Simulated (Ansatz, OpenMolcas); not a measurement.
# I2 (iodine): from total energies to a heat of formation

I2: 2 atoms, total charge 0, spin state singlet. SMILES: `II`. The coordinates come from a PBE0-D4/def2-TZVP relaxation.

```jsonl
{"atom": "I", "x (Å)": "0.0000", "y (Å)": "0.0000", "z (Å)": "0.0047"}
{"atom": "I", "x (Å)": "0.0000", "y (Å)": "0.0000", "z (Å)": "2.6604"}
```

Total energies at HF/def2-TZVPP (core potential) (OpenMolcas 26.06); the atoms run unrestricted:

| species | state | energy (Eh) |
| --- | --- | --- |
| I2 | singlet | -593.339294 |
| I | doublet | -296.658567 |

Harmonic wavenumbers at PBE0-D4/def2-TZVP, in cm⁻¹: 226.

Measured heats of formation of the gaseous atoms at 298.15 K, in kJ/mol: I 106.8. Spin-orbit lowering of the atoms at 298 K (mean of the ground term's levels less their thermal mean, from spectra), in kJ/mol: I 30.32. Take 1 Eh = 2625.50 kJ/mol, 1 cm⁻¹ = 0.0119627 kJ/mol, RT = 2.479 kJ/mol.

Q: Work out the heat of formation of the gas at 298 K.

A: 
1. Electronic atomisation energy: 2 × (-296.658567) − (-593.339294) = 0.022160 Eh = 58.2 kJ/mol.
2. Zero-point energy: half the sum of the wavenumbers, 113 cm⁻¹ = 1.4 kJ/mol.
3. Thermal vibrational enthalpy, Σ hcν̃/(exp(hcν̃/kT) − 1): 1.4 kJ/mol. Translation, rotation and pV of a linear molecule: 3.5 RT = 8.7 kJ/mol.
4. The 2 free atoms carry 5/2 RT each: 12.4 kJ/mol.
5. Spin-orbit coupling lowers the free atoms by 2 × 30.32 = 60.6 kJ/mol.
6. Atomisation enthalpy at 298 K: 58.2 − 60.6 − 1.4 − 1.4 − 8.7 + 12.4 = -1.5 kJ/mol.
7. Sum of the atoms' heats of formation: 213.6 kJ/mol. Heat of formation: 213.6 − -1.5 = +215.1 kJ/mol.

The tabulated value is +62.4 kJ/mol (Active Thermochemical Tables), so this level is off by +152.7 kJ/mol, or 101.0 % of the atomisation enthalpy. Hartree–Fock leaves out correlation, which is larger in the molecule than in the atoms, so it underbinds and puts the heat of formation too high. Anharmonicity and any spin-orbit splitting of the molecule are left out.
